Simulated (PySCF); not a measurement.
PySCF input for GaF, SMILES [F][Ga] (connectivity only; charge and spin as stated), neutral, multiplicity 1, PBE/pcSseg-2. Coordinates come from a B3LYP-D3(BJ)/def2-TZVPD optimisation.

```python
import numpy as np
from pyscf import gto, scf, dft
from pyscf.prop.nmr import rks as nmr

mol = gto.M(
    atom='''
    Ga    0.00000000    0.00000000   -0.40560127
    F     0.00000000    0.00000000    1.39707102
    ''',
    basis='pcSseg-2',
    charge=0,
    spin=0,
    max_memory=1600,
    verbose=3,
)
mf = dft.RKS(mol, xc='pbe')
mf.grids.level = 3
mf.conv_tol = 1e-10
mf.max_cycle = 100
mf.kernel()
n = nmr.NMR(mf)
n.verbose = 2
n.max_cycle_cphf = 60
sigma = n.kernel()
print('atom   isotropic/ppm   span/ppm')
for i, s in enumerate(sigma):
    w = np.linalg.eigvalsh((s + s.T) / 2)
    print(f'{mol.atom_symbol(i):2s}{i + 1:3d} {w.mean():14.3f} {w[2] - w[0]:11.3f}')
```

Log of the run:

```
converged SCF energy = -2024.46489558715
atom   isotropic/ppm   span/ppm
Ga  1       1923.736    1074.121
F   2         71.881     624.846
```

Self-consistency was reached.

Cost: about 8 core-seconds (a rough figure).
